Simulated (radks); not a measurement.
The numbers below are computed, except where a source is named.
Question: The mean radii <r> (bohr) of the occupied orbitals of an atom or ion are listed with their occupations. Level of theory: scalar-relativistic Kohn-Sham, LDA (Slater exchange, Perdew-Wang correlation), spin-unpolarised, spherical densities, finite nucleus; Fermi nuclear charge, rms radius of each element as measured or else 0.836 A^(1/3) + 0.57 fm (a radial shooting solver on a logarithmic mesh with Libxc functionals).

| orbital | occ. | <r> |
|---|---|---|
| 1s | 2 | 0.05855 |
| 2s | 2 | 0.2675 |
| 2p | 6 | 0.2358 |
| 3s | 2 | 0.8129 |
| 3p | 6 | 0.8589 |
| 3d | 6 | 1.080 |

Name the element and its charge.

Answer: Z = 26, iron, charge +2: Fe2+ in [Ar] 3d6. The 1s radius gives Z: for a bare nucleus <r> = (2 gamma + 1)/(2Z) with gamma = sqrt(1 - (Z/c)^2), 0.05699 bohr for Z = 26, and screening makes it slightly larger (0.05855 here). The occupations add up to 24, and the charge is Z minus that.
